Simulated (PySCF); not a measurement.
C3H8O2Si.
Bonds: C1–O2, O2–C3, C3–O4 (double), C3–C5, C5–Si6. Hydrogens: H7, H8, H9 on C1; H10, H11 on C5; H12, H13, H14 on Si6.

The calculation used PBE0-D3(BJ)/def2-SVP geometry optimisation, gas phase in PySCF 2.14.0.

What internal coordinates does the optimisation give?

| bond | length (Å) | order |
| --- | --- | --- |
| C1–O2 | 1.416 | single |
| O2–C3 | 1.343 | single |
| C3=O4 | 1.203 | double |
| C3–C5 | 1.497 | single |
| C5–Si6 | 1.899 | single |
| C1–H7, C1–H8, C1–H9 | 1.099 | single |
| C5–H10, C5–H11 | 1.100 | single |
| Si6–H12, Si6–H13, Si6–H14 | 1.493 | single |

Bonds in one row agree within 0.01 Å and their mean is given. Orders are formal, as drawn. A selection of angles:
| angle | degrees |
| --- | --- |
| O2–C1–H7 | 110.9 |
| O2–C1–H8 | 106.4 |
| H7–C1–H8 | 110.1 |
| H7–C1–H9 | 108.2 |
| C1–O2–C3 | 115.8 |
| O2–C3–O4 | 123.1 |
| O2–C3–C5 | 111.1 |
| O4–C3–C5 | 125.7 |
| C3–C5–Si6 | 113.0 |
| C3–C5–H10 | 109.9 |
| C3–C5–H11 | 108.5 |
| Si6–C5–H10 | 106.9 |
| Si6–C5–H11 | 109.0 |
| H10–C5–H11 | 109.5 |
| C5–Si6–H12 | 110.0 |
| H12–Si6–H13 | 109.4 |

Torsions: C1–O2–C3–O4 0° (synperiplanar); O2–C3–C5–Si6 75° (synclinal). The mirror-image conformer, all signs reversed, is as good.

O2 (ester single-bonded oxygen) is bent (angle 115.8°). The C–O distances run from 1.203 Å (C3=O4, drawn double) to 1.416 Å (C1–O2, drawn single), a spread of 0.213 Å. Of the pairs four or more bonds apart, O4···H9 is among the closest relative to their van der Waals radii: 2.60 Å, 96 % of the sum of Bondi's values. Si6 (SiH3 silicon) is tetrahedral (angles from 108.6° to 110.4°).

Point group: C1 (no symmetry element, even within 0.4 Å). Stationary, but not proved a minimum. One conformer, not necessarily the lowest.

On Arm Neoverse V1, one thread, no GPU, shared host, this took 2.2 min of wall time and 0.50 GiB of memory at its peak. These figures are those of the optimisation.
